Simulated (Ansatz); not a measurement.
CH7NOSi2 can be A, `N=C([SiH3])O[SiH3]`, or B, `N[SiH2][SiH2]C=O`.

Program: Ansatz. Geometries: PBE0-D4/def2-TZVP. ΔE: electronic, gas phase. CCSD(T)/CBS is the MP2 limit (def2-TZVPP, def2-QZVPP) plus CCSD(T) − MP2 in def2-TZVPP, frozen cores. DFT in def2-TZVPP. B3LYP here is the variant with VWN-RPA as its local correlation; programs differ in this. One conformer a species, not always the lowest.

A:

```xyz
12

N     0.734   -1.069   -0.632
C    -0.145   -0.211   -0.326
Si   -1.826    0.101   -1.155
O     0.096    0.609    0.713
Si    1.565    0.425    1.534
H     0.464   -1.641   -1.426
H    -1.872    1.492   -1.667
H    -2.909   -0.106   -0.163
H    -1.956   -0.867   -2.273
H     1.668   -0.909    2.165
H     1.463    1.472    2.579
H     2.718    0.703    0.650
```

B:

```xyz
12

N     2.115    0.782    0.916
Si    0.987    0.524   -0.359
Si   -0.975   -0.402    0.540
C    -2.165   -0.815   -0.920
O    -2.135   -1.871   -1.500
H     2.382    0.016    1.514
H     2.889    1.411    0.775
H     0.688    1.851   -0.962
H     1.439   -0.371   -1.467
H    -0.689   -1.665    1.270
H    -1.652    0.567    1.445
H    -2.884   -0.028   -1.253
```

**Question.** Which is lower in electronic energy at CCSD(T)/CBS, and by how much? (Estimate.)

**Answer.** Ansatz gave: A, by 46.5 kJ/mol.

**Question.** Give E(B) − E(A) in kJ/mol with CCSD(T)/def2-TZVPP, ωB97M-V, HF/def2-TZVPP, r2SCAN-D4, B2PLYP, B3LYP-D4, CCSD/def2-TZVPP. (Estimate.)

**Answer.** Computed: CCSD(T)/def2-TZVPP 50.1, ωB97M-V 51.1, HF/def2-TZVPP 56.1, r2SCAN-D4 44.8, B2PLYP 48.9, B3LYP-D4 46.2, CCSD/def2-TZVPP 48.8. None reverses the order clearly.

Largest T1 diagnostic: 0.015.

From PBE to PBE0 (25 % exact exchange), in def2-TZVPP and without D4, E(B) − E(A) moves by +4.4 kJ/mol.
